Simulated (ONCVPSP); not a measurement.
# Transferability test, ONCV potential for gallium (Ga)

```
Element                 : gallium
Generator               : ONCVPSP 4.0.1
Type                    : optimised norm-conserving Vanderbilt (ONCV)
Functional              : PBE
Relativity              : scalar-relativistic
Frozen core             : [Ar] 3d10
Valence charge          : 3
Reference configuration : 4s1.75 4p1.25
Partial waves           : 4s: rc 1.50 bohr, ncon 3, nbas 7, qcut 5.4 1/bohr, 2 projectors, debl 1 Ha; 4p: rc 2.10 bohr, ncon 4, nbas 7, qcut 3.4 1/bohr, 2 projectors, debl 3.8 Ha; d scattering state at 0.21 Ha: rc 1.95 bohr, ncon 4, nbas 7, qcut 5.4 1/bohr, 1 projector
Local potential         : polynomial inside 1.25 bohr (lpopt 5, dvloc0 6 Ha)
Core correction         : polynomial model core, fcfact 0.5
```

Energies are relative to the spin-unpolarised reference configuration 4s1.75 4p1.25; without spin polarisation the order of configurations can differ from experiment.

| valence configuration | charge | ΔE all-electron (eV) | error AE − PS (meV) |
| --- | --- | --- | --- |
| 4s2 4p1 | 0 | -1.603 | -0.6 |
| 4s1 4p0 | +2 | 25.213 | -147 |

Question: What are ΔE and the potential's error for 4s2 4p0?

Answer: ΔE = 4.085 eV all-electron; the error (AE − PS) is -6.6 meV.

Question: What are ΔE and the potential's error for 4s1 4p1?

Answer: ΔE = 11.457 eV all-electron; the error (AE − PS) is -36 meV.

Levels in the configuration 4s2 4p1:

| level | all-electron (eV) | pseudo (eV) |
| --- | --- | --- |
| 4s | -8.949 | -8.939 |
| 4p | -2.579 | -2.577 |

Note: ghosts flagged at negative energy: s at -133.1 eV; GHOST(+) flags only above 600 eV. A true bound ghost makes a file unfit for plane-wave use.
